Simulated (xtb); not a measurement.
InP (SMILES [P]=[In]), triplet, from a rough starting geometry (GFN-xTB shapes and energies of metal compounds can be far from the true ones); xtb 6.7.1 with GFN2-xTB.

The xtb input:
```
$ xtb mol.xyz --gfn 2 --uhf 2 --opt vtight --json

# file mol.xyz
2

In     0.05862139    -0.08595277    -1.31130805
P     -0.02062073     0.03636128     1.32195427
```

**Question.** Predict the main parts of the log of this xtb run.

**Answer.** 
```
   ID    Z sym.   atoms
    1   49 In     1
    2   15 P      2

           -------------------------------------------------
          |                Calculation Setup                |
           -------------------------------------------------

           -------------------------------------------------
          |                 G F N 2 - x T B                 |
           -------------------------------------------------

          ...................................................
          :                      SETUP                      :
          :.................................................:
          :  # basis functions                  20          :
          :  # atomic orbitals                  18          :
          :  # shells                            6          :
          :  # electrons                         8          :
          :  max. iterations                   250          :
          :  Hamiltonian                  GFN2-xTB          :
          :  restarted?                      false          :
          :  GBSA solvation                  false          :
          :  PC potential                    false          :
          :  electronic temp.          300.0000000     K    :
          :  accuracy                    1.0000000          :
          :  -> integral cutoff          0.2500000E+02      :
          :  -> integral neglect         0.1000000E-07      :
          :  -> SCF convergence          0.1000000E-05 Eh   :
          :  -> wf. convergence          0.1000000E-03 e    :
          :  Broyden damping             0.4000000          :
          :  net charge                          0          :
          :  unpaired electrons                  2          :
          ...................................................

 iter      E             dE          RMSdq      gap      omega  full diag
   1     -3.6655332 -0.366553E+01  0.403E+01    3.61       0.0  T
   2     -3.6693690 -0.383580E-02  0.257E+01    3.26       1.0  T
   3     -3.6694880 -0.118994E-03  0.225E+00    3.00       1.0  T
   4     -3.6697603 -0.272334E-03  0.146E+00    3.15       1.0  T
   5     -3.6697683 -0.795278E-05  0.784E-01    3.13       1.0  T
   6     -3.6697706 -0.234163E-05  0.844E-02    3.14       1.0  T
   7     -3.6697707 -0.546955E-07  0.224E-02    3.14       3.2  T
   8     -3.6697707 -0.126143E-07  0.314E-03    3.15      22.5  T
   9     -3.6697707 -0.345921E-09  0.174E-03    3.15      40.6  T
  10     -3.6697707 -0.216951E-10  0.449E-04    3.15     157.6  T
  11     -3.6697707 -0.447242E-11  0.655E-05    3.15    1078.8  T

   *** convergence criteria satisfied after 11 iterations ***

 transition dipole moment (au) for excitation:           4           5
     X       Y       Z
   0.0000   0.0000  -0.0000  total (au/Debye):    0.000   0.000
 dE (eV)             :    0.000
 oscillator strength :  0.83350E-38

         :::::::::::::::::::::::::::::::::::::::::::::::::::::
         ::                     SUMMARY                     ::
         :::::::::::::::::::::::::::::::::::::::::::::::::::::
         :: total energy              -3.668279805033 Eh    ::
         :: gradient norm              0.002269299044 Eh/a0 ::
         :: HOMO-LUMO gap              3.145393162575 eV    ::
         ::.................................................::
         :: SCC energy                -3.669770690187 Eh    ::
         :: -> isotropic ES            0.009659754928 Eh    ::
         :: -> anisotropic ES          0.005621624217 Eh    ::
         :: -> anisotropic XC          0.000806541657 Eh    ::
         :: -> dispersion             -0.001111932201 Eh    ::
         :: repulsion energy           0.001490885154 Eh    ::
         :: add. restraining           0.000000000000 Eh    ::
         :: total charge              -0.000000000005 e     ::
         :::::::::::::::::::::::::::::::::::::::::::::::::::::

      -----------------------------------------------------------
[...]
 * total energy  :    -3.6682798 Eh     change       -0.2842171E-13 Eh
 * total energy  :    -3.6681690 Eh     change        0.1107655E-03 Eh
 * total energy  :    -3.6683071 Eh     change       -0.1380314E-03 Eh
 * total energy  :    -3.6683071 Eh     change       -0.3219136E-09 Eh
   *** GEOMETRY OPTIMIZATION CONVERGED AFTER 4 ITERATIONS ***
         :: total energy              -3.668307071262 Eh    ::
[...]
         :: -> anisotropic XC          0.000773867650 Eh    ::
         :: -> dispersion             -0.001111937335 Eh    ::
         :: repulsion energy           0.001697636477 Eh    ::
         :: add. restraining           0.000000000000 Eh    ::
         :: total charge              -0.000000000010 e     ::
         :::::::::::::::::::::::::::::::::::::::::::::::::::::

           -------------------------------------------------
          |                Property Printout                |
           -------------------------------------------------

    * Orbital Energies and Occupations

         #    Occupation            Energy/Eh            Energy/eV
      -------------------------------------------------------------
         1        2.0000           -0.5934454             -16.1485
         2        2.0000           -0.5169880             -14.0680
         3        1.7953           -0.3103397              -8.4448
         4        1.1024           -0.3069877              -8.3536
         5        1.1024           -0.3069877              -8.3536 (HOMO)
         6                         -0.1901845              -5.1752 (LUMO)
         7                         -0.1901845              -5.1752
         8                         -0.1120682              -3.0495
         9                         -0.0608455              -1.6557
        10                         -0.0608455              -1.6557
        11                         -0.0068842              -0.1873
        12                         -0.0068842              -0.1873
        13                          0.0434315               1.1818
        14                          0.0434315               1.1818
        15                          0.0916048               2.4927
        16                          0.1175858               3.1997
       ...                                ...                  ...
        18                          0.5893919              16.0382
      -------------------------------------------------------------
                  HL-Gap            0.1168031 Eh            3.1784 eV
             Fermi-level           -0.2788183 Eh           -7.5870 eV

     #   Z          covCN         q      C6AA      α(0)
     1  49 In       0.892     0.325   520.533    59.841
     2  15 P        0.892    -0.325   205.015    26.611

 Mol. C6AA /au·bohr⁶  :       1350.764140
 Mol. C8AA /au·bohr⁸  :     144921.010686
 Mol. α(0) /au        :         86.452630

Wiberg/Mayer (AO) data.
largest (>0.10) Wiberg bond orders for each atom

 ---------------------------------------------------------------------------
     #   Z sym  total        # sym  WBO       # sym  WBO       # sym  WBO
 ---------------------------------------------------------------------------
     1  49 In   1.060 --     2 P    1.060
     2  15 P    1.060 --     1 In   1.060
 ---------------------------------------------------------------------------

Topologies differ in total number of bonds
Writing topology from bond orders to xtbtopo.mol

molecular dipole:
                 x           y           z       tot (Debye)
 q only:        0.048      -0.075      -1.605
   full:        0.061      -0.094      -2.030       5.168
molecular quadrupole (traceless):
                xx          xy          yy          xz          yz          zz
 q only:        0.016      -0.007       0.021      -0.086       0.112      -0.038
  q+dip:       -0.163      -0.010      -0.156      -0.125       0.167       0.319
   full:        2.523       0.001       2.520       0.117      -0.207      -5.043

optimized geometry written to: xtbopt.xyz

           -------------------------------------------------
          | TOTAL ENERGY               -3.668307071262 Eh   |
          | GRADIENT NORM               0.000004310206 Eh/α |
          | HOMO-LUMO GAP               3.178375402903 eV   |
           -------------------------------------------------

normal termination of xtb
```
